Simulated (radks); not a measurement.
Spherical jellium clusters: N electrons in a uniform positive sphere of charge N and radius rs N^(1/3), rs = 3.45 bohr. Method: non-relativistic Kohn-Sham, LDA (Slater exchange, Perdew-Wang correlation), spin-polarised, spherical densities; computed with a radial shooting solver with Libxc functionals. Levels are named by radial order and angular momentum (1s, 1p, 1d, 2s, ...), and open shells are averaged over m.

N = 29, configuration 1s2 1p6 1d10 2s2 1f(up 7, down 2). This is the lowest configuration that the search found. Occupied and some empty levels:

level    occupation  eigenvalue (eV)  <r> (bohr)
1s up             1          -6.4264       6.288
1s down           1          -6.2526       6.009
1p up             3          -5.5367       7.551
1p down           3          -5.2805       7.424
1d up             5          -4.4449       8.392
1d down           5          -4.1513       8.360
2s up             1          -3.9972       6.825
2s down           1          -3.8411       6.999
1f up             7          -3.1752       9.097
1f down           2          -2.8723       9.134
2p up             0          -2.4938       8.152
2p down           0          -2.3459       8.245
1g up             0          -1.7676       9.809
1g down           0          -1.4772       9.922
2d up             0          -1.1097       10.16
2d down           0         -0.96838       10.37

Energy (eV): total -51.8255, kinetic 67.328, external -2553.2, Hartree 1259.7, exchange-correlation -121.08, background 1295.4.
